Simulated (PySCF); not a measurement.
Species: SiH2Me(NCO), C2H5NOSi.
Geometry (PBE0-D3(BJ)/def2-SVP, Å), atoms numbered from 1 in this order:
```
atom  x, y, z in Å
Si1    0.7020    0.0191    0.4416
H2     0.7520    0.0254    1.9329
H3     2.0906   -0.0816   -0.0958
C4    -0.1631    1.5405   -0.2064
H5     0.3676    2.4497    0.1179
H6    -1.1954    1.5906    0.1719
H7    -0.1973    1.5340   -1.3064
N8    -0.1600   -1.3958   -0.0513
C9    -0.7474   -2.3931   -0.3519
O10   -1.3244   -3.3656   -0.6481
```

Computed at PBE0/pcSseg-1 (PySCF, non-relativistic), with Q(14N) = 0.02044 b, Q(17O) = −0.0256 b: N8, 14N (I = 1): χzz = 2.300 MHz, η = 0.014; O10, 17O (I = 5/2): χzz = -4.368 MHz, η = 0.007.

(1) Where would the pure quadrupole (NQR) lines of 14N at N8 fall for the rigid, isolated species?

(2) Find the zero-field quadrupole resonance frequencies of 17O at O10.

Answers

(1) From ν± = (3/4)|χ|(1 ± η/3) and ν0 = |χ|η/2: ν+ 1.734 MHz, ν− 1.717 MHz, ν0 0.017 MHz (nitrogen bonded to C and Si).

(2) From the eigenvalues of H = χ/[4I(2I − 1)] × [3Iz² − I(I + 1) + η(Ix² − Iy²)], steps between neighbouring levels, labelled as for η = 0: ±1/2↔±3/2 0.655 MHz, ±3/2↔±5/2 1.310 MHz (oxygen bonded to C).

In a crystal, neighbours and librations shift these lines. These gradients aren't converged with respect to the basis.
